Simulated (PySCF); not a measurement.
**Spinor energies of Hf⁶⁶⁺ (hafnium, charge +66)**

Start: [He] 2s2 2p2; 2p1/2 filled at m_j = -1/2, +1/2. Calculated with PySCF 2.14 in an even-tempered Gaussian basis (16 s from 51 bohr⁻², ratio 2.4; 13 p from 66 bohr⁻², ratio 2.4; 5 d from 220 bohr⁻², ratio 2.6; 4 f from 320 bohr⁻², ratio 2.6): generalised Hartree-Fock with the X2C-1e Hamiltonian and a Gaussian nucleus; one run each with spin-orbit coupling (SO) switched off, then screened by Boettger's factors.

| spinor shell | electrons | ε, spin-free (eV) | ε, screened SO (eV) | weight of nominal j (screened SO) | rms radius, screened SO (bohr) |
| --- | --- | --- | --- | --- | --- |
| 1s1/2 | 2 | -72916.3 | -72850.5 | 1.000 | 0.0214 |
| 2s1/2 | 2 | -17589.5 | -17569.3 | 1.000 | 0.0838 |
| 2p1/2 | 2 | -16440.2 | -17310.0 | 1.000 | 0.0707 |

```tsv
quantity	spin-free	screened SO
E (hartree)	-8116.89261	-8182.99820
M_J	0	0
⟨J²⟩	2.000	0.000
⟨L²⟩	2.000	1.333
⟨S²⟩	2.000	1.333
```

Breit and QED terms are absent; they matter most for the inner s and p1/2 levels.

Densities and radii are taken from the X2C orbitals without a picture-change correction, which distorts them close to the nucleus.

Without spin-orbit coupling the j labels of p, d and f shells carry no meaning; the spin-free column gives the mean over the occupied spinors of each nl shell.
